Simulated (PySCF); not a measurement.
Predicted microwave data (PBE0-D3(BJ)/def2-SVP geometry optimisation, gas phase in PySCF 2.14.0) for one isomer of ClGe2H6N:

| Property | Result |
| --- | --- |
| Rotational constants | A = 3037, B = 1217, C = 953.1 MHz |
| Dipole components | \|μa\| = 0.60 D, \|μb\| = 1.56 D, \|μc\| = 0.45 D |
| Inertial defect | -51.34 u·Å² |
| κ | -0.75 |

Problem. Which structure is it? (One computed conformer of each.)
A. `[NH2:1][Ge@@H:2]([Cl:3])[GeH3:4]` with H–N1–Ge2–Cl3 62° and -65°
B. `[Cl:1][GeH2:2][NH:3][GeH3:4]` with Cl1–Ge2–N3–Ge4 -69°

Solution. A. It is [NH2][Ge@@H]([Cl])[GeH3], an asymmetric top, point group C1. The candidates at the same level (rigid rotor, commonest isotopes):

| SMILES | A (MHz) | B (MHz) | C (MHz) | μa (D) | μb (D) | μc (D) | Δ (u·Å²) | point group | rotor |
| --- | --- | --- | --- | --- | --- | --- | --- | --- | --- |
| [Cl][GeH2][NH][GeH3] | 4042 | 880.1 | 756.5 | 1.28 | 1.51 | 0.55 | -31.22 | C1 | near-prolate asymmetric top |
| [NH2][Ge@@H]([Cl])[GeH3] | 3037 | 1217 | 953.1 | 0.60 | 1.56 | 0.45 | -51.34 | C1 | asymmetric top |

`[Cl][GeH2][NH][GeH3]` has A 33 % too high. No structure here is proved a minimum.
